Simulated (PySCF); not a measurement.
# Correlation energy of Ta⁻ (tantalum, charge -1)

[Xe] 4f14 5d4 6s2, high-spin 5D determinant. Computed with PySCF 2.14 in aug-cc-pVDZ-PP with ECP60MDF (5s5p4d2f, 54 functions), with scalar relativity through the core potential. Frozen: 5s2 5p6; 6 electrons correlated.

| level | correlation energy (mhartree) |
| --- | --- |
| CCSD | -97.41 |
| (T) | -6.68 |
| CCSD(T) | -104.09 |

Diagnostics: T1 = 0.13, D1 = 0.4106, largest double amplitude 0.081.

Spin-orbit coupling, absent here, splits the open shell strongly. T1 exceeds 0.03, a sign that the reference determinant is poor.

Cost of the coupled-cluster step: about 1.5 core-seconds, for 6 correlated electrons.
